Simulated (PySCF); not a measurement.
Species: C4H8Si.
SMILES: `CC#C[SiH2]C`

Method used: PySCF 2.14.0, density-fitted response routines, TDDFT CAM-B3LYP/def2-SVPD, vertical, gas phase, core orbitals frozen in the response. Isolated species at its PBE0-D3(BJ)/def2-SVP geometry, gas phase.

Broadening: Gaussians 0.3 eV wide at half height, area fixed by f = 4.319×10⁻⁹ ∫ε dν̃. The width is an assumption, not a result. The curve ends short of the highest state used, and states not computed would add to its high-energy end.

(E (eV), ε (L mol⁻¹ cm⁻¹)): (5.47, 0), (5.55, 0), (5.64, 0), (5.72, 1), (5.81, 4), (5.89, 16), (5.98, 50), (6.06, 97), (6.14, 128), (6.23, 110), (6.31, 63), (6.40, 21), (6.48, 5), (6.57, 1), (6.65, 1), (6.74, 8), (6.82, 49), (6.91, 252), (6.99, 708), (7.08, 1414), (7.16, 1721), (7.25, 1341), (7.33, 709), (7.42, 256), (7.50, 403), (7.58, 2045), (7.67, 9130), (7.75, 22775), (7.84, 39797), (7.92, 43177)

**Question.** Where are the band maxima, and which computed states make them?

**Answer.** 201 nm (6.16 eV), ε about 130, made up of S2 (96%); 173 nm (7.16 eV), ε about 1700, made up of S4 (17%) and S5 (83%); 157 nm (7.90 eV), ε about 44000, made up of S6 (100%) (ε in L mol⁻¹ cm⁻¹; maxima over ε = 5, shares over 10%). The states used: S1 5.92 eV (f 0.0000); S2 6.16 eV (f 0.0014); S3 6.16 eV (f 0.0001); S4 7.15 eV (f 0.0032); S5 7.16 eV (f 0.016); S6 7.90 eV (f 0.486); S7 8.08 eV (f 0.0033); S8 8.30 eV (f 0.164); S9 8.35 eV (f 0.0017); S10 8.52 eV (f 0.0039).

**Question.** Coming from long wavelengths, where does ε first pass 100 L mol⁻¹ cm⁻¹?

**Answer.** At about 204 nm (6.07 eV), 0.15 eV above S1.

**Question.** On this curve, what absorbance would a 10⁻⁵ mol/L sample give at 193 nm over a 1 cm path?

**Answer.** 193 nm is 6.424 eV, where ε is about 15 L mol⁻¹ cm⁻¹, so A = ε c l ≈ 0.00015 (Beer–Lambert, with the gas-phase spectrum and the assumed width).

**Question.** What would ε be at 7.90 eV, the highest of these maxima, with half the width (0.15 eV)?

**Answer.** About 87100 L mol⁻¹ cm⁻¹ against 43900, a factor of about 1.99; a lone state at its own centre would give exactly 2.
